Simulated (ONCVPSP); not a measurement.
tin (Sn): ONCV pseudisation with PBEsol, scalar-relativistic reference atom.

Sn, optimised norm-conserving Vanderbilt (ONCV), made with ONCVPSP 4.0.1 (PBEsol, scalar-relativistic). Core [Ar] 3d10, reference 4s2 4p6 4d10 5s1 5p3. Waves: 4s+5s: rc 1.30 bohr, ncon 4, nbas 9, qcut 10.7 1/bohr, 2 projectors; 4p+5p: rc 1.50 bohr, ncon 4, nbas 9, qcut 9.6 1/bohr, 2 projectors; 4d: rc 1.55 bohr, ncon 4, nbas 9, qcut 10.7 1/bohr, 2 projectors, debl 0.5 Ha. Local part: polynomial inside 1.00 bohr (lpopt 5, dvloc0 0 Ha). Core correction: Teter function, fcfact 2.5, rcfact 1.7.

In the d channel the program set the typed energies aside and used -1.002, 0.250 Ha.

Q: Estimate the cutoffs (Ha) at which the residual kinetic energy of the hardest occupied pseudo-wave falls to 1 and 0.1 mHa per electron.

A: 39 Ha and 46 Ha.

Q: Does the potential have ghost states?

A: No bound ghost flagged; GHOST(+) flagged for s at 344.4 eV.

Q: Tests: 4s2 4p6 4d10 5s2 5p2; 4s2 4p6 4d10 5s2 5p1; 4s2 4p6 4d10 5s2 5p0; 4s2 4p6 4d10 5s0 5p4. Which has the largest error in its energy relative to the reference configuration, and how large is it?

A: 4s2 4p6 4d10 5s2 5p0, with -4.2 meV (all-electron minus pseudo) on +13.86 eV.
